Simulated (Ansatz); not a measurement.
Ansatz results at the PBE0-D4/def2-TZVP geometry: LUMO energy (PBE0/def2-TZVPP) -1.84 eV; HOMO energy (PBE0/def2-TZVPP) -6.96 eV; LUMO energy (ωB97M-V/def2-TZVPP) -0.19 eV.

Each molecule was computed in one conformer, which needn't be the lowest.

(1) Which molecule gave them?
A. `C[O][Sn][Br]`
B. `CC(C)(C)[O][Sn][O]C(C)(C)C`
C. `C[O][Sn][CH3]`
D. `[OH][Sn][F]`

## Answers

(1) B. The others give `C[O][Sn][Br]`: -2.55, -7.71, -0.83; `C[O][Sn][CH3]`: -2.10, -6.43, -0.40; `[OH][Sn][F]`: -2.32, -7.85, -0.57.
